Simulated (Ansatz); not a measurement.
Ansatz results at the PBE0-D4/def2-TZVP geometry: LUMO energy (PBE/def2-TZVPP) -0.77 eV; size of the dipole moment (B3LYP/def2-TZVPP) 0.65 D; HOMO energy (PBE0/def2-TZVPP) -7.31 eV.

Question: Which molecule gave them?
A. `CCO[SiH2]N`
B. `[BH2][AlH][SiH3]`
C. `C1[CH2][GeH2][SiH2]1`
D. `C=[CH][GeH2][SiH3]`

Answer: C. The others give `[BH2][AlH][SiH3]`: -3.39, 0.63, -7.19; `C=[CH][GeH2][SiH3]`: -1.43, 0.57, -7.58; `CCO[SiH2]N`: -0.10, 2.01, -7.57.

B3LYP here is the variant with VWN-RPA as its local correlation; programs differ in this.
